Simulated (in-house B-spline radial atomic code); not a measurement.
A run on neutral potassium (an excited or competing configuration) that did not converge. Method: scalar-relativistic (X2C) wB97X, spin-polarised, spherical fractional occupations, Fermi nucleus of rms radius 3.4349 fm; computed with an all-electron radial atomic-structure program (B-spline basis).

Command:
```bash
python run_scf.py task.json out
```
Settings (nuclear radius in fm, mass in u):
```
Z                19
configuration    [Ne] 3s1 3p6 4s1 4f1
hamiltonian      x2c
method           wb97x
spin_polarised   True
nucleus          fermi
rms_radius       3.4349
atomic_mass      38.96371
speed_of_light   137.035999084
```

First and last ten iterations of the last attempt (damped for 15 steps, keeping 80 % of the old Fock matrix, then DIIS):
```
 iter        energy (Eh)    residual
    1        -597.923071    2.75e-01
    2        -600.223241    1.10e-01
    3        -600.437238    7.94e-02
    4        -600.550261    6.09e-02
    5        -600.610385    4.63e-02
    6        -600.642560    3.50e-02
    7        -600.659625    2.65e-02
    8        -600.668768    2.00e-02
    9        -600.673688    1.51e-02
   10        -600.676323    1.14e-02
  111        -600.679478    8.61e-04
  112        -600.679460    6.95e-04
  113        -600.679866    8.96e-04
  114        -600.679931    9.27e-04
  115        -600.679882    8.27e-04
  116        -600.679905    9.47e-04
  117        -600.679743    1.04e-03
  118        -600.679342    7.05e-04
  119        -600.679210    9.96e-04
  120        -600.678942    1.80e-03
 not converged after 120 iterations
```

The smallest residual met was 3.9e-04; the threshold is about 2e-07. No energy from this run should be used. Time taken, with all properties: 9.5 s on 1 thread of Arm Neoverse V2, on a shared host.
